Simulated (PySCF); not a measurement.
**Ni²³⁺: ionisation energy**

Ni²³⁺ [He] 2s2 2p1 (2P) → Ni²⁴⁺ [He] 2s2 (1S), as a difference of total energies. Computed with PySCF 2.14 in an even-tempered Gaussian basis (19 s from 5.1 bohr⁻², ratio 2.2; 11 p from 6.6 bohr⁻², ratio 2.2; 6 d from 28 bohr⁻², ratio 2.4; 5 f from 42 bohr⁻², ratio 2.4; 4 g from 63 bohr⁻², ratio 2.4), with scalar relativity by spin-free X2C-1e. Correlated levels: nothing frozen; virtual orbitals above 40 to 60 times the deepest correlated orbital energy dropped. The calculations carry no spin-orbit coupling.

| method | ionisation energy (eV) |
| --- | --- |
| UHF | 2119.8 |
| LDA | 2117.6 |
| PBE | 2120.8 |
| PBE0 | 2120.8 |
| r2SCAN | 2122.0 |
| M06-2X | 2119.9 |
| PBEsol | 2118.7 |
| MP2 (all electrons) | 2119.3 |
| SCS-MP2 (all electrons) | 2119.0 |

A first-order spin-orbit estimate (lowest level to lowest level, LS coupling) adds 13.655 eV.

For comparison: 2130.5 ± 0.9 eV (semi-empirical (NIST evaluation); NIST Atomic Spectra Database, ionization energies).
